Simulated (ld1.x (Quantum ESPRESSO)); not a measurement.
# What one change does to a pseudopotential (C, PAW)

C, PAW, made with ld1.x (Quantum ESPRESSO) 7.5 (PBE, scalar-relativistic). Core [He], reference 2s1.5 2p2.5. Waves: 2s (bound): rcut 1.05, rcutus 1.20 bohr; 2s channel at -0.7 Ry: rcut 1.05, rcutus 1.20 bohr; 2p (bound): rcut 2.45, rcutus 2.90 bohr; 2p channel at 0.05 Ry: rcut 2.45, rcutus 2.90 bohr; 3d channel at 0.25 Ry: rcut 2.80, rcutus 3.00 bohr; 3d channel at 0.95 Ry: rcut 2.80, rcutus 3.00 bohr. Local part: all-electron potential smoothed inside 1.35 bohr (lloc = -1). Core correction: a·sin(br)/r model core, default radius (ld1.x builds one for every PAW set, though the input has nlcc=.false.). Augmentation charge: BESSEL, radius 1.15 bohr.

Change: type RRKJ; waves now 2p (bound): rc 2.90 bohr; 3d channel at 0.25 Ry: rc 3.00 bohr; 2s (bound): rc 1.20 bohr; local potential the s channel; core correction none; rho0 0.001.

Cutoffs: the cutoffs (Ry, on a coarse ladder) from which the occupation-weighted sum of valence levels, in a spherical-Bessel basis at the reference potential, stays within 10 and 1 mRy of its value at 400 Ry; they do not see the model core or the augmentation charge, which bear on the density cutoff. Errors are all-electron minus pseudo energies relative to the spin-unpolarised reference configuration.

Task: What does the change do?

Result: The potential gets harder (8 Ry and 21 Ry → 30 Ry and 80 Ry); of the 7 tests that both files solve, the error grows in 2 and shrinks in 4 by more than 15 % and 0.3 meV (median size 101.2 → 80.0 meV); neither file shows a bound ghost. Several settings change at once here, so the effects cannot be laid on one of them.

| quantity | base | changed |
| --- | --- | --- |
| cutoff, loose | 8 Ry | 30 Ry |
| cutoff, tight | 21 Ry | 80 Ry |
| loose cutoff by channel (10 mRy a level) | s 6 Ry, p 6 Ry | p 12 Ry, s 30 Ry |
| bound ghosts | none | none |
| error for 2s2 2p2, meV [ΔE -4.24 eV] | +22 | -9.1 |
| error for 2s2 2p1, meV [ΔE 6.63 eV] | +445 | +268 |
| error for 2s2 2p0, meV [ΔE 30.78 eV] | +688 | +1622 |
| error for 2s1 2p2, meV [ΔE 15.38 eV] | +101 | -28 |
| error for 2s1 2p3, meV [ΔE 4.24 eV] | +17 | -8.6 |
| error for 2s0 2p4, meV [ΔE 12.74 eV] | +78 | -80 |
| error for 2s1 2p0, meV [ΔE 78.98 eV] | +490 | +3080 |
| s: phases at 3.25 bohr within 0.05 rad from the reference energy up to (Ry; the scan ends near 5) | 4.9 | 4.4 |
| p: phases at 3.25 bohr within 0.05 rad from the reference energy up to (Ry; the scan ends near 5) | 0.5 | 0.5 |
| d: phases at 3.25 bohr within 0.05 rad from the reference energy up to (Ry; the scan ends near 5) | 2.8 | 3.1 |
